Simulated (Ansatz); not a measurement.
Gas-phase electronic energies from Ansatz, PBE0-D4/def2-TZVP geometries. CBS: MP2 limit from def2 TZ/QZ plus the TZ coupled-cluster correction, frozen cores. One conformer a species, not always the lowest.

Reaction (isomerisation): `CC(=O)/C=C(\O)C(C)C` → `CC(C)(C)C(=O)CC=O`

`CC(=O)/C=C(\O)C(C)C`:

```xyz
21

C    -2.928   -1.966    0.638
C    -1.482   -1.575    0.711
O    -0.696   -2.303    1.346
C    -1.031   -0.394    0.047
C     0.296   -0.052    0.103
O     1.156   -0.789    0.756
C     0.867    1.162   -0.560
C     1.904    0.756   -1.604
C     1.469    2.100    0.484
H    -3.552   -1.181    0.211
H    -3.283   -2.224    1.637
H    -3.017   -2.864    0.021
H    -1.724    0.230   -0.498
H     0.601   -1.561    1.138
H     0.039    1.672   -1.060
H     2.302    1.644   -2.101
H     1.470    0.104   -2.365
H     2.734    0.225   -1.134
H     1.864    2.995   -0.001
H     0.724    2.410    1.219
H     2.287    1.608    1.014
```

`CC(C)(C)C(=O)CC=O`:

Cartesian coordinates in Å:
```
C 1.237 0.467 0.807
C 0.221 0.648 -0.325
C 0.832 0.195 -1.654
C -0.203 2.106 -0.420
C -0.997 -0.215 -0.021
O -2.106 0.239 0.110
C -0.788 -1.711 0.172
C -1.069 -2.068 1.611
O -0.307 -2.677 2.307
H 2.119 1.078 0.602
H 0.823 0.789 1.765
H 1.567 -0.569 0.912
H 0.114 0.288 -2.472
H 1.183 -0.838 -1.620
H 1.692 0.827 -1.889
H -0.937 2.253 -1.213
H -0.655 2.447 0.512
H 0.668 2.730 -0.632
H -1.548 -2.207 -0.440
H 0.201 -2.071 -0.101
H -2.047 -1.710 1.990
```

| species | HF/def2-QZVPP energy (Eh) |
| --- | --- |
| `CC(=O)/C=C(\O)C(C)C` | -421.97840 |
| `CC(C)(C)C(=O)CC=O` | -421.96677 |

(1) Work out ΔE.

Largest T1 diagnostic among the species: 0.015.

Results:

(1) ΔE = (-421.96677) − (-421.97840) = 0.01163 Eh = +30.5 kJ/mol. CCSD(T)/CBS gives +42.7 kJ/mol.

In def2-TZVPP, CCSD(T) changes the Hartree–Fock value by +7.8 kJ/mol (the triples alone add +5.2 kJ/mol) and MP2 by +12.1 kJ/mol. From BLYP to BHLYP (50 % exact exchange), in def2-TZVPP and without D4, ΔE moves by −11.6 kJ/mol. Leaving LDA and LC-ωPBE aside and taking each functional with its dispersion term where it has one, the values, not all of them listed here, spread over 25.2 kJ/mol, from ωB97X-V to PBE-D4. LDA lies +25.0 kJ/mol from PBE without D4.
